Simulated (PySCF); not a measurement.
A structure optimised at PBE-D3(BJ)/def2-SVP, used in a PySCF frequency run:

```
C
C 1 1.3482
H 1 1.1032 2 120.44
H 2 1.1033 1 122.12 3 180.00
H 2 1.1049 4 116.22 1 180.00
Ga 1 1.9351 3 119.48 2 180.00
F 6 1.7631 1 126.47 3 0.00
F 6 1.7664 7 112.57 1 180.00
```
Charge 0, spin multiplicity 1.

### Question
Write its SMILES, formula and point group.

### Answer
C=[CH][Ga]([F])[F], C2H3F2Ga, Cs

### Question
What are its rotational constants (standard atomic weights)?

### Answer
5.9546, 2.5169, 1.7691 GHz
